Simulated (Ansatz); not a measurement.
Isolated molecules relaxed with PBE0-D4/def2-TZVP in Ansatz; ΔE leaves out vibrations. CCSD(T)/CBS is the MP2 limit (def2-TZVPP, def2-QZVPP) plus CCSD(T) − MP2 in def2-TZVPP, frozen cores. This one scheme is used for every species, atoms too. DFT in def2-TZVPP. Open shells (•) are unrestricted, without spin–orbit coupling. Spin–orbit coupling would lower the free atoms: a little for Cl. Bonds to Ge are less sure, by a few kJ/mol each and by 10 to 20 or more in all where they break to atoms, as the def2 sets lack core-valence functions. Scalar relativity is left out up to krypton.

`[CH3][GeH2][CH3]` + Cl• → `[CH3][GeH][CH3]`• + HCl  (hydrogen abstraction from a Ge–H bond)

Question: Is it downhill or uphill in electronic energy at CCSD(T)/CBS, and by how much? (An estimate is asked.)

Answer: The calculation gave: Downhill: ΔE = -65.2 kJ/mol.

Question: What do these levels give: r2SCANh-D4, BHLYP, LC-ωPBE, MP2/def2-TZVPP, SCS-MP2/def2-TZVPP, CCSD(T)/def2-TZVPP? (Best estimate.)

Answer: Computed: r2SCANh-D4 -75.0, BHLYP -52.8, LC-ωPBE -64.5, MP2/def2-TZVPP -70.8, SCS-MP2/def2-TZVPP -59.4, CCSD(T)/def2-TZVPP -58.6 kJ/mol.

Question: What do rigid-rotor, harmonic-oscillator terms from PBE0-D4/def2-TZVP frequencies (298.15 K, 1 bar) make of the CCSD(T)/CBS value? (Best estimate.)

Answer: Computed: ΔZPE = -5.9 kJ/mol, ΔH = -68.9 kJ/mol, ΔS = 29 J/(mol·K), ΔG = -77.7 kJ/mol. Open shells count their whole term as degenerate.

Largest T1 diagnostic among the species: 0.011.

From BLYP to BHLYP (50 % exact exchange), in def2-TZVPP and without D4, ΔE moves by +20.9 kJ/mol. At CCSD(T), def2-SVP lies +20.2 kJ/mol from the extrapolated value and def2-TZVPP +6.6 kJ/mol.
